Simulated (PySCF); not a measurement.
**Spinor energies of Eu⁵²⁺ (europium, charge +52)**

Start: [Ne] 3s1; 3s1/2 filled at m_j = +1/2. Calculated with PySCF 2.14 in an uncontracted even-tempered set (18 s from 14 bohr⁻², ratio 2.4; 14 p from 18 bohr⁻², ratio 2.4; 4 d from 59 bohr⁻², ratio 2.6; 4 f from 88 bohr⁻², ratio 2.6): generalised Hartree-Fock with the X2C-1e Hamiltonian and a Gaussian nucleus; one run each with spin-orbit coupling (SO) switched off, then screened by Boettger's factors.

| spinor shell | electrons | ε, spin-free (eV) | ε, screened SO (eV) | weight of nominal j (screened SO) | rms radius, screened SO (bohr) |
| --- | --- | --- | --- | --- | --- |
| 1s1/2 | 2 | -52704.0 | -52697.6 | 1.000 | 0.0254 |
| 2s1/2 | 2 | -11813.5 | -11812.0 | 1.000 | 0.101 |
| 2p1/2 | 2 | -10955.8 | -11428.9 | 1.000 | 0.0862 |
| 2p3/2 | 4 | -10955.8 | -10753.6 | 1.000 | 0.0921 |
| 3s1/2 | 1 | -4841.2 | -4840.9 | 1.000 | 0.240 |

```
   quantity    spin-free  screened SO
E (hartree)  -7944.08677  -7949.41330
        M_J          1/2          1/2
       ⟨J²⟩        0.750        0.750
       ⟨L²⟩        0.000        0.017
       ⟨S²⟩        0.750        0.767
```

Each row is a mean over spinors that exchange with the open shell spreads, by up to 13.070 eV (2s1/2).

Breit and QED terms are absent; they matter most for the inner s and p1/2 levels.

Densities and radii are taken from the X2C orbitals without a picture-change correction, which distorts them close to the nucleus.

Without spin-orbit coupling the j labels of p, d and f shells carry no meaning; the spin-free column gives the mean over the occupied spinors of each nl shell.
